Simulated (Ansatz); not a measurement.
Cost and result for the atomization energy of H₆S₂Si₂, SMILES `[SiH3]SS[SiH3]` (10 atoms, 9 bonds).

```xyz
10

Si    1.545    0.149   -1.327
S    -0.126    1.420   -0.898
S    -1.532   -0.102   -0.692
Si   -1.423   -0.245    1.443
H     1.289   -0.627   -2.564
H     1.787   -0.776   -0.193
H     2.704    1.059   -1.514
H    -0.046   -0.605    1.862
H    -2.380   -1.317    1.823
H    -1.817    1.045    2.060
```

Charge 0, multiplicity 1. Geometry: relaxed with PBE0-D4/def2-TZVP. It is one conformer, not always the lowest. Program: Ansatz. All runs use 4 threads of an Intel Xeon 6975P-C on a shared host. Times are those of one run each, without the atoms' runs, and a repeat can differ threefold. Electronic energies, without spin–orbit coupling; frozen cores. CCSD(T)/CBS adds CCSD(T) − MP2 in def2-TZVPP to the MP2 limit, and its time is that of the two runs behind it. T1 = 0.012. B3LYP takes the VWN-RPA correlation (the form of Gaussian; ORCA's B3LYP/G).

CCSD(T)/CBS is a level of theory with its own doubt, some kJ/mol a heavy atom from the limit and from the frozen cores, so smaller differences don't rank the functionals.

| level | functions | wall time |
| --- | --- | --- |
| PBE-D4/def2-TZVPP (with forces) | 252 | 1.6 s |
| PBE0-D4/def2-TZVPP | 252 | 2.2 s |
| r2SCAN-D4/def2-TZVPP (with forces) | 252 | 2.8 s |
| B3LYP-D4/def2-TZVPP (with forces) | 252 | 3.3 s |
| B2PLYP/def2-TZVPP | 252 | 3.3 s |
| ωB97X-V/def2-TZVPP | 252 | 4.8 s |
| ωB97M-V/def2-TZVPP (with forces) | 252 | 6.5 s |
| MP2/def2-QZVPP | 460 | 13 s |
| CCSD(T)/def2-TZVPP | 252 | 28 s |
| CCSD(T)/CBS(def2) | – | 41 s |

(1) What atomization energy does each give, and how far from CCSD(T)/CBS? (Best estimate.)

Results:

(1) Ansatz gave: 
| level | atomization (kJ/mol) | difference from CCSD(T)/CBS | per bond |
| --- | --- | --- | --- |
| PBE-D4/def2-TZVPP (with forces) | 2880.1 | -17.6 | -2.0 |
| PBE0-D4/def2-TZVPP | 2862.4 | -35.3 | -3.9 |
| r2SCAN-D4/def2-TZVPP (with forces) | 2896.3 | -1.4 | -0.2 |
| B3LYP-D4/def2-TZVPP (with forces) | 2880.7 | -17.0 | -1.9 |
| B2PLYP/def2-TZVPP | 2829.7 | -68.0 | -7.6 |
| ωB97X-V/def2-TZVPP | 2923.8 | 26.1 | 2.9 |
| ωB97M-V/def2-TZVPP (with forces) | 2908.6 | 10.9 | 1.2 |
| MP2/def2-QZVPP | 2856.5 | -41.2 | -4.6 |
| CCSD(T)/def2-TZVPP | 2799.6 | -98.1 | -10.9 |
| CCSD(T)/CBS(def2) | 2897.7 | 0.0 | 0.0 |

In def2-TZVPP, CCSD(T) changes the Hartree–Fock value by +687.9 kJ/mol (the triples alone add +40.9 kJ/mol) and MP2 by +686.7 kJ/mol; breaking electron pairs costs correlation energy, which Hartree–Fock lacks. From PBE to PBE0 (25 % exact exchange), in def2-TZVPP and without D4, the atomization energy moves by −13.4 kJ/mol: exact exchange takes away binding that semilocal exchange gives to molecules. The D4 term adds +49.9 kJ/mol with B3LYP and +26.1 kJ/mol with PBE0; it sums over pairs of atoms, weighted by their polarisabilities, and B3LYP, whose exchange is more repulsive, gets the larger term.
